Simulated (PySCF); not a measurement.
SMILES B(O)(O)CC[SeH] (C₂H₇BO₂Se) at its GFN2-xTB optimised geometry (Å):

```
13

O     -1.0615    -1.9030     0.0011
B     -0.3173    -0.7759     0.0000
O      1.0406    -0.7759     0.0000
C     -1.0906     0.6221     0.0000
C     -0.2394     1.8388    -0.3264
Se     1.1181     2.2516     1.0389
H     -0.6037    -2.7445     0.0214
H      1.4862    -1.6244     0.0073
H     -1.5549     0.7624     0.9795
H     -1.9143     0.5772    -0.7163
H      0.2910     1.7172    -1.2706
H     -0.8491     2.7445    -0.3738
H      1.9143     1.0811     0.8180
```

Calculation: CAM-B3LYP/def2-TZVP run with PySCF 2.14.0. Cells within 0.4 Å of a nucleus heavier than hydrogen are left out (blank, or x).

Map of the electrostatic potential (hartree/e), clipped to [-0.08, 0.12] on the plane z = 0.0 Å:

```
|22222333333222222111111122222|
|22223333333332222111111112222|
|22233333333333221110001111222|
|22333333333443322100000111222|
|22333333345664433210000111222|
|22333333347997555531000111222|
|22333333359999999984100111222|
|22233333348999999998311111222|
|22223333346999999999421112222|
|2222223334799x999999422222222|
|22222233489999999997532222222|
|22222234799999997666643222222|
|2222223499xxx9965444443222222|
|22222234999x99975322333333333|
|22222223699999999962122333333|
|22222222369999999997222333333|
|2222222224999xx9xxx9533333333|
|2222211114999x999x99854433333|
|22222110079999999999975443333|
|2222110009xxx9999999986544333|
|22221100099x99999999986544333|
|22222110059999999999976544433|
|22222211139999998888765544433|
|22222222247999998776655444433|
|22222222346999987666555444433|
|22222233345678776655554444333|
|22233333344566665555444444333|
|33333333344455555544444443333|
|33333333344444444444444433333|
```
Scale: ten equal steps from -0.053 (start of '0') to 0.120 (end of '9'), in the order '0123456789'; x runs from -5.00 to 5.00, y from -5.00 (bottom) to 5.00 (top).
